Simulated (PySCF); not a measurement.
Compound: C7H9NS.
Geometry (PBE0-D3(BJ)/def2-SVP, Å), atoms numbered from 1 in this order:
```xyz
18
C7H9NS angstrom
C      1.416    2.701   -0.483
C      1.021    1.571   -0.675
C      0.584    0.196   -0.891
C     -0.604   -0.205   -0.006
C     -0.778    0.333    1.204
C     -1.516   -1.233   -0.594
C      1.721   -0.816   -0.678
N      2.639   -0.445    0.217
S      1.756   -2.263   -1.470
H      1.748    3.712   -0.335
H      0.283    0.085   -1.944
H     -0.108    1.104    1.593
H     -1.614    0.025    1.836
H     -2.274   -1.558    0.132
H     -0.940   -2.108   -0.937
H     -2.032   -0.824   -1.479
H      3.397   -1.080    0.427
H      2.620    0.483    0.627
```

Linear response at CAM-B3LYP/def2-SVPD (PySCF, frozen core in the response, non-relativistic). Geometry: PBE0-D3(BJ)/def2-SVP, one conformer, isolated molecule.

Static isotropic polarisability: 112.57 au (16.68 Å³), principal values 90.3, 105.7, 141.7 au.

Q: What is the polarisability at 1064 nm and at the sodium D line?

A: 113.95 au at 1064 nm (+1.2 %), 117.38 au at 589.3 nm (+4.3 %). The rise at 589.3 nm is 3.48 times that at 1064 nm; a pure ω² law gives 3.26. The lowest singlet lies at 363 nm, shorter than both wavelengths.

Q: What is the isotropic C6 coefficient between two such molecules, C6 = (3/π)∫α(iω)² dω?

A: 4679 au (Eh·bohr⁶) by a ten-point quadrature over imaginary frequencies, which is 2800 eV·Å⁶ or 270 J·nm⁶/mol.

Q: Which effective excitation energy ω̄ makes London's formula C6 = (3/4)α²ω̄ exact here?

A: ω̄ = 4·C6/(3α²) = 0.492 Eh = 13.4 eV. A one-pole form α(ω) = α/(1 − ω²/ω̄²) fitted to the 1064 nm value gives 10.6 eV.

Q: What three-body coefficient follows from the one-pole estimate C9 = (3/4)·α·C6?

A: 395000 au. This is an estimate from the two numbers above, not a computed integral.

Q: How many electrons N does the Slater–Kirkwood formula C6 = (3/4)·√N·α^(3/2) need to give this C6?

A: N = (4·C6/3)²/α³ = 27.3; the species has 74 electrons in all.

Q: How anisotropic is the static polarisability, by Δα² = ½[(α1 − α2)² + (α2 − α3)² + (α3 − α1)²]?

A: Δα = 45.7 au, or 0.41 of the isotropic value.

Rough CPU time on one thread of a shared machine: about 2.2 min. This is the whole response run at CAM-B3LYP/def2-SVPD, SCF included.
